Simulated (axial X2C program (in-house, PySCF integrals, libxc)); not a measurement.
## Bond lengths and stretching modes, held linear, of TiNC⁺

Computed with an axial X2C code built on PySCF integrals: two-component X2C with atomic mean-field Coulomb and Gaunt terms, Gaussian nuclei, basis Ti dyall-v3z, N dyall-av3z, C dyall-v3z with contracted cores. Spin-free rows use the one-electron spin-free X2C Hamiltonian.

Masses Ti 47.948, N 14.003, C 12.000 u. States: 2c Ω = 2 (beyond evenly filled blocks: ω = 1/2, ω = 3/2); spin-free M_S = 1, Λ = 3 (beyond evenly filled blocks: π+α, δ+α).

MP2, spin-free: energies above the lowest point

| r(Ti–N) (Å) | r(N–C) (Å) | E (meV) |
| --- | --- | --- |
| 1.8486 | 1.1603 | 130.64 |
| 1.8486 | 1.1900 | 62.62 |
| 1.8486 | 1.2197 | 80.65 |
| 1.8960 | 1.1603 | 70.96 |
| 1.8960 | 1.1900 | 5.76 |
| 1.8960 | 1.2197 | 26.29 |
| 1.8960 | 1.2495 | 118.26 |
| 1.9434 | 1.1603 | 62.77 |
| 1.9434 | 1.1900 | 0.00 |
| 1.9434 | 1.2197 | 22.66 |
| 1.9908 | 1.1900 | 36.29 |
| 1.9908 | 1.2495 | 155.92 |

Fit a quadratic surface with cubic terms in each bond: where is the minimum, and what are the two stretching wavenumbers?

At MP2, spin-free: bonds 1.925 and 1.197 Å; harmonic stretches 561.0 and 2014.3 cm⁻¹; force constants 3.24, 14.9 and coupling 0.24 mdyn/Å.

The other levels and Hamiltonians give:

| Hamiltonian | level | r(Ti–N) (Å) | r(N–C) (Å) | lower stretch (cm⁻¹) | upper stretch (cm⁻¹) |
| --- | --- | --- | --- | --- | --- |
| 2c | PBE0 | 1.897 | 1.189 | 571.6 | 2040.1 |
| 2c | HF | 1.966 | 1.164 | 556.6 | 2209.8 |
| 2c | MP2 | 1.925 | 1.197 | 560.9 | 2014.4 |
| spin-free | PBE0 | 1.897 | 1.189 | 571.7 | 2039.7 |
| spin-free | HF | 1.966 | 1.164 | 556.7 | 2209.5 |
| spin-free | TPSSh | 1.897 | 1.197 | 565.7 | 1980.8 |

Each state is one determinant, the lowest of a limited PBE0 search; the stretches come from a fit to these few points and carry an uncertainty of a few per cent. Other orders of the atoms were not compared. Left out for rough or failed fits: TPSSh 2c. MP2 freezes inner shells (threshold -2 hartree). The molecule was held linear; bending was not examined, so a bent shape may lie lower. Open-shell Ω = 0 determinants with evenly filled partner blocks cannot be reached by this program, so the Ω shown need not be the lowest component. Note: functional without a current term on a determinant with orbital currents, of the molecule or an atom. Note: several unpaired electrons, one determinant need not be a pure state.
